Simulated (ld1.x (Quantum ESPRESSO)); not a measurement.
# bromine (Br), TM: configuration errors across variants

| Quantity | Value |
| --- | --- |
| Element | bromine (Br) |
| Generator | ld1.x (Quantum ESPRESSO) 7.5 |
| Type | norm-conserving Troullier–Martins (Kleinman–Bylander form) |
| Functional | PBE |
| Relativity | scalar-relativistic |
| Frozen core | [Ar] 3d10 |
| Valence charge | 7 |
| Reference configuration | 4s2 4p3 (charge +2) |
| Partial waves | 4s (bound): rc 1.15 bohr; 4p (bound): rc 1.75 bohr; 4d channel at 0.45 Ry: rc 1.80 bohr |
| Local potential | the d channel |
| Core correction | none |

All-electron excitation energies from the reference (eV): (1) 4s2 4p5 -35.314; (2) 4s2 4p4 -22.760; (3) 4s2 4p2 33.982; (4) 4s2 4p5.3 -37.278; (5) 4s2 4p1 80.007; (6) 4s1 4p5 -9.756; (7) 4s2 4p4.5 -30.240.

1 further variants failed, have other tests or too few solved ones, and are left out.

A true bound ghost makes a file unfit for plane-wave use even where its test errors are small: the radial tests pick states by their node count and pass the ghost by.

Errors AE − PS in meV (a dash: test not solved or not reliable):

| change | (1) | (2) | (3) | (4) | (5) | (6) | (7) | bound ghosts |
| --- | --- | --- | --- | --- | --- | --- | --- | --- |
| base | -29 | -7.2 | -18 | -36 | -51 | +12 | -17 | none |
| wave 4d channel at 0.45 Ry: rc 1.80 bohr becomes 4d channel at 0.45 Ry: rc 1.44 bohr | -11 | -2.0 | -13 | -14 | -35 | +15 | -6.4 | none |
| wave 4d channel at 0.45 Ry: rc 1.80 bohr becomes 4d channel at 0.45 Ry: rc 1.62 bohr | -22 | -5.1 | -16 | -27 | -45 | +13 | -13 | none |
| wave 4d channel at 0.45 Ry: rc 1.80 bohr becomes 4d channel at 0.45 Ry: rc 1.86 bohr | -31 | -7.7 | -19 | -38 | -52 | +12 | -18 | none |
| wave 4d channel at 0.45 Ry: rc 1.80 bohr becomes 4d channel at 0.45 Ry: rc 2.08 bohr | -37 | -9.3 | -20 | -46 | -56 | +11 | -22 | none |
| wave 4d channel at 0.45 Ry: rc 1.80 bohr becomes 4d channel at 0.45 Ry: rc 2.26 bohr | -25 | -6.0 | -17 | -30 | -50 | +13 | -15 | none |
| wave 4d channel at 0.45 Ry: rc 1.80 bohr becomes 4d channel at 0.45 Ry: rc 2.44 bohr | +703 | +189 | +136 | +892 | +355 | +148 | +414 | s, p |

(1) Give the same row for: wave 4d channel at 0.45 Ry: rc 1.80 bohr becomes 4d channel at 0.45 Ry: rc 1.16 bohr.

Results:

(1) +11, +5.1, -1.2, +13, +15, +15, +8.1; bound ghosts: p.
